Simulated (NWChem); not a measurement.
# SnClF, singlet; SMILES [F][Sn][Cl]

Computed with NWChem. Medium grid unless said otherwise, to which SCAN and Minnesota functionals are sensitive. Low-valent species are run as closed-shell singlets; no triplet was tried in these runs. All runs use the structure optimised with PBE0/def2-SVP. def2 effective core potentials on Sn; no spin-orbit coupling.

For level MN15/def2-TZVP:

- highest occupied level (eV) = -9.05
- orbital gap (eV) = 6.38
- dipole (D) = 3.82

Q: Estimate the same quantities for level B3LYP/def2-TZVP.

A: highest occupied level (eV): -8.16
orbital gap (eV): 4.89
dipole (D): 3.68
